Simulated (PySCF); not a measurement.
## The third ionisation energy along group 13

All values are computed (PySCF 2.14, energy differences of UHF-based or UKS calculations, no spin-orbit coupling). Values in eV. The last column holds reference values (NIST; (s) semi-empirical, (t) theoretical, else measured). Unmarked ones compare directly (S terms, centres of terms, or small fine structure); those marked * lie between the lowest fine-structure levels and include a spin-orbit shift.

| element | configurations | UHF | LDA | PBE | PBE0 | r2SCAN | reference |
| --- | --- | --- | --- | --- | --- | --- | --- |
| B (aug-cc-pVDZ, non-relativistic) | [He] 2s1 → 1s2 | 37.722 | 37.751 | 38.147 | 38.104 | 37.747 | 37.931 |
| Al (aug-cc-pV(D+d)Z, non-relativistic) | [Ne] 3s1 → [Ne] | 28.010 | 28.717 | 28.733 | 28.613 | 28.315 | 28.448 |
| Ga (aug-cc-pVDZ-PP with ECP10MDF, ECP) | [Ar] 3d10 4s1 → [Ar] 3d10 | 29.677 | 31.810 | 31.446 | 31.105 | 31.301 | 30.726 |
| In (aug-cc-pVDZ-PP with ECP28MDF, ECP) | [Kr] 4d10 5s1 → [Kr] 4d10 | 26.647 | 29.021 | 28.623 | 28.262 | 28.353 | 28.044 |
| Tl (aug-cc-pVDZ-PP with ECP60MDF, ECP) | [Xe] 4f14 5d10 6s1 → [Xe] 4f14 5d10 | 28.184 | 30.714 | 30.281 | 29.948 | 30.118 | 29.852 |

Q: Which of these methods has the smallest mean absolute error against the measured values here?

A: PBE0, with 0.206 eV.

| method | elements | mean error (eV) | mean absolute error (eV) | largest error (eV) |
| --- | --- | --- | --- | --- |
| UHF | 5 | -0.952 | 0.952 | -1.668 |
| LDA | 5 | 0.602 | 0.674 | 1.084 |
| PBE | 5 | 0.446 | 0.446 | 0.721 |
| PBE0 | 5 | 0.206 | 0.206 | 0.379 |
| r2SCAN | 5 | 0.167 | 0.293 | 0.575 |

Errors include the incompleteness of the basis and the frozen core.
